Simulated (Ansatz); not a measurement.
C2H6OSi2 can be A, `O[SiH2]C#C[SiH3]`, or B, `[SiH3]C1=CO[SiH2]1`.

Calculated with Ansatz (gas phase, PBE0-D4/def2-TZVP geometries, no zero-point term in ΔE). CCSD(T)/CBS is the MP2 limit (def2-TZVPP, def2-QZVPP) plus CCSD(T) − MP2 in def2-TZVPP, frozen cores. DFT in def2-TZVPP. B3LYP here is the variant with VWN-RPA as its local correlation; programs differ in this. One conformer a species, not always the lowest.

A:

```xyz
11

O    -0.809    1.533   -2.543
Si    0.478    1.502   -1.525
C     0.208    0.325   -0.149
C     0.034   -0.467    0.756
Si   -0.230   -1.650    2.121
H    -1.112    0.702   -2.911
H     1.723    1.081   -2.214
H     0.612    2.872   -0.989
H     0.951   -2.541    2.232
H    -0.414   -0.901    3.388
H    -1.441   -2.457    1.834
```

B:

```xyz
11

Si    0.270    1.595   -0.925
C     0.052    0.028   -0.004
C     0.960   -0.695    0.690
O     0.420   -1.823    1.252
Si   -1.064   -1.326    0.545
H     1.688    2.037   -0.823
H    -0.076    1.425   -2.362
H    -0.606    2.666   -0.377
H     2.021   -0.530    0.870
H    -1.564   -2.316   -0.438
H    -2.100   -1.060    1.571
```

(1) Which isomer does CCSD(T)/CBS put lower? Give the gap. (Best estimate.)

(2) Give E(B) − E(A) in kcal/mol with B3LYP-D4, ωB97M-V, CCSD/def2-TZVPP, r2SCAN-D4, B3LYP, CCSD(T)/def2-TZVPP, MP2/def2-TZVPP. (An estimate is asked.)

Largest T1 diagnostic: 0.014.

## Answers

(1) The calculation gave: A, by 11.2 kcal/mol.

(2) Ansatz gave: B3LYP-D4 10.1, ωB97M-V 7.5, CCSD/def2-TZVPP 11.7, r2SCAN-D4 6.0, B3LYP 11.5, CCSD(T)/def2-TZVPP 10.9, MP2/def2-TZVPP 12.0. None reverses the order clearly.

The D4 term adds −1.4 kcal/mol with B3LYP and −0.7 kcal/mol with PBE0; it sums over pairs of atoms, weighted by their polarisabilities, and B3LYP, whose exchange is more repulsive, gets the larger term. In def2-TZVPP, CCSD(T) changes the Hartree–Fock value by −5.1 kcal/mol (the triples alone add −0.9 kcal/mol) and MP2 by −4.0 kcal/mol.
